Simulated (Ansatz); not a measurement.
Born–Oppenheimer molecular dynamics of AlH5O2Si (9 atoms, charge 0, multiplicity 1). It starts from a relaxed structure.

All numbers below come from RKS B3LYP/def2-SVP (Ansatz).

```yaml
ensemble: NVT, Langevin thermostat
time_step: 0.5 fs
steps_asked: 100
set_temperature: 700 K
friction: 0.05 /fs
seed: 359553
```

First frame:

```xyz
9
Properties=species:S:1:pos:R:3
Al -0.142 -0.148 0.089
H -0.143 0.625 1.456
O 1.308 -0.784 -0.516
Si 2.511 -1.520 -1.373
H 1.969 -2.621 -2.224
H 3.195 -0.528 -2.256
H 3.522 -2.098 -0.439
O -1.549 -0.386 -0.836
H -2.435 -0.087 -0.614
```

Question: What does the run give?

Answer: All steps were run.

| Property | Result |
| --- | --- |
| steps done | 100 |
| time covered | 50 fs |
| mean temperature over the second half | 523 K |
| spread of the potential energy over the second half | 9.6 meV per atom |
| mean potential energy of the second half above the start | 39.3 meV per atom |

The mean temperature of the second half is 25 % below the set value. A run of 0.05 ps of so small a system gives no equilibrium averages.

Question: What happens to the structure?

Answer: The same pairs are bonded in the first frame and the last. Pairs count as bonded within 1.25 times the sum of covalent radii (0.12 Å more for H–H). Another seed would give other details.

Question: How do temperature and energy run in time?

Answer: 
```
time (fs)  T (K)  potential energy less start (eV)
        0    622                             0.000
        4    374                             0.341
        8    380                             0.331
       12    488                             0.433
       16    445                             0.325
       20    587                             0.549
       24    434                             0.538
       28    323                             0.431
       32    538                             0.264
       36    749                             0.335
       40    500                             0.457
       44    384                             0.401
       48    527                             0.229
```

Time of the run: 4.1 min on 1 thread of Arm Neoverse V2 (shared host), peak memory 0.17 GiB.
